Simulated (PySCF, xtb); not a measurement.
B(Cl)2(OH) (BCl₂HO), SMILES OB(Cl)Cl. The values are those of a single conformer.

Harmonic wavenumbers (cm⁻¹) from GFN2-xTB (xtb 6.7.1) at its own minimum, in rising order: 237, 316, 425, 495, 573, 683, 956, 1256, 3576.

### Question
What does PBE-D3(BJ)/def2-SVP (PySCF) give at its own minimum? (An estimate is asked for; the answer gives what the named calculation found.)

### Answer
260, 348, 485, 552, 566, 844, 1097, 1360, 3728. Paired by order, the mean absolute difference is 82 cm⁻¹ and the zero-point energies are 12.2 and 13.2 kcal/mol.
